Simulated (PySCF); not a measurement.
# Polarisability and C₆ of Er (erbium, neutral)

[Xe] 4f12 6s2, one real determinant. Computed with PySCF 2.14 in ANO-RCC-VTZP (8s7p5d3f2g1h, 104 functions), with the spin-free X2C one-electron Hamiltonian (Gaussian nucleus). Coupled (time-dependent) response in atomic units; α is the mean over directions. The basis has no added diffuse functions, which lowers α and C₆.

| method | mean α (bohr³) | α xx, yy, zz | C₆ (like pair) | S(−4) |
| --- | --- | --- | --- | --- |
| PBE | 149.1 | 150.8, 148.3, 148.3 | 2135 | 10390 |

S(−4) is the Cauchy moment in α(ω) = α(0) + S(−4) ω² + …

Reference α: 150 ± 10 bohr³ (recommended; Schwerdtfeger and Nagle, table of static dipole polarizabilities (2023 update)). Published C₆: 2150 (Gould and Bucko (2016)).

Spin-orbit coupling is absent.

α(iu) at PBE:

```tsv
u (hartree)	α(iu) (bohr³)
0	149.1
0.0500	127.4
0.100	89.86
0.200	43.31
0.300	24.88
0.500	12.31
0.750	7.411
1.00	5.300
1.50	3.332
2.00	2.382
3.00	1.455
5.00	0.7350
```

A single London oscillator, α(iu) = α/(1 + u²/ω²), gives C₆ = (3/4) ω α². Matching the computed C₆ needs ω = 4 × 2135 / (3 × 149.1²) = 0.128 hartree.

The components differ because the open shell of this determinant is not spherical; for a pure term their mean is the scalar polarisability.

⟨L²⟩ = 24.02 against 30 for a pure H term, so this real determinant mixes terms. Spin-orbit coupling, absent here, splits the open shell strongly.
